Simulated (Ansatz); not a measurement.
Ansatz (a program for electronic structure) input:

Ansatz 0.2 input:
```yaml
crystal:
  periodic: [false, false, false]
  atoms:
    - {symbol: Ge, position_ang: [0.00178174, -0.00229427, 0.34278814]}
    - {symbol: F, position_ang: [0.71184924, 1.29400621, -0.60448421]}
    - {symbol: F, position_ang: [-0.71818432, -1.28584881, -0.61431806]}
basis:
  gaussian:
    orbitals: def2-TZVPD
hamiltonian:
  xc: {name: B2GP-PLYP}
magnetization: {spin_polarized: true, initial_magnetization: 2}
correlation: {electrons: outside_noble_gas}
```

Which total energy does the run end on?

-2276.04685 Eh (B2GP-PLYP/def2-TZVPD). The basis has 134 functions.

This is an excited triplet: at this geometry the singlet lies 3.30 eV lower at RI-MP2/CBS(aug-cc-pVTZ,aug-cc-pVQZ)+[CCSD(T)-MP2]/aug-cc-pVTZ.
